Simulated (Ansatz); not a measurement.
Computed with Ansatz on PBE0-D4/def2-TZVP structures; ΔE is electronic, products minus reactants. CBS: MP2 limit from def2 TZ/QZ plus the TZ coupled-cluster correction, frozen cores. DFT in def2-TZVPP. B3LYP here is the variant with VWN-RPA as its local correlation; programs differ in this. Each species was taken in one conformer, which may not be the lowest.

Reaction (formal exchange of groups at the Al–S bond): `[AlH2][S]BS` + `CC=N` → `C[C](=N)[AlH2]` + `SBS`

Q: Is it downhill or uphill in electronic energy at CCSD(T)/CBS, and by how much? (Best estimate.)

A: Computed: Uphill: ΔE = +117.8 kJ/mol.

Q: What do these levels give: B3LYP-D4, r2SCAN0-D4, revPBE, r2SCAN, PBE0, B3LYP, LC-ωPBE, CCSD(T)/def2-SVP, SCS-MP2/def2-TZVPP, CCSD(T)/def2-TZVPP, MP2/def2-QZVPP, MP2/CBS(def2)? (Estimate.)

A: Ansatz gave: B3LYP-D4 114.7, r2SCAN0-D4 121.6, revPBE 111.3, r2SCAN 118.3, PBE0 117.6, B3LYP 112.3, LC-ωPBE 114.9, CCSD(T)/def2-SVP 111.5, SCS-MP2/def2-TZVPP 116.5, CCSD(T)/def2-TZVPP 115.9, MP2/def2-QZVPP 120.6, MP2/CBS(def2) 121.5 kJ/mol.

Largest T1 diagnostic among the species: 0.014.

Leaving LDA and LC-ωPBE aside and taking each functional with its dispersion term where it has one, the values, not all of them listed here, spread over 11.3 kJ/mol, from BLYP-D4 to r2SCAN0-D4. At CCSD(T), def2-SVP lies −6.3 kJ/mol from the extrapolated value and def2-TZVPP −1.9 kJ/mol.
